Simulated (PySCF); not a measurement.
TlCl, SMILES [Cl][Tl]. Coordinates come from a B3LYP-D3(BJ)/def2-TZVP optimisation. The def2 effective core potentials stand for the cores of Tl; spin–orbit coupling is left out.

Calculation: B3LYP-D3(BJ)/def2-TZVP (PySCF).

Harmonic wavenumbers (cm⁻¹): 270. Rotational constants (GHz): 2.609 (linear); symmetry number 1.

Work out the zero-point energy and the ideal-gas rigid-rotor harmonic-oscillator thermochemistry at 298.15 K and 1 atm.

ZPE = ½ Σ hcν = ½ × 270 cm⁻¹ = 1.61 kJ/mol. H − E(el) = 11.50 kJ/mol. Entropy in J/(mol K): translation 177.09, rotation 72.96, vibration 6.68, total 256.73. G − E(el) = -65.05 kJ/mol. Cp = 36.33 J/(mol K).
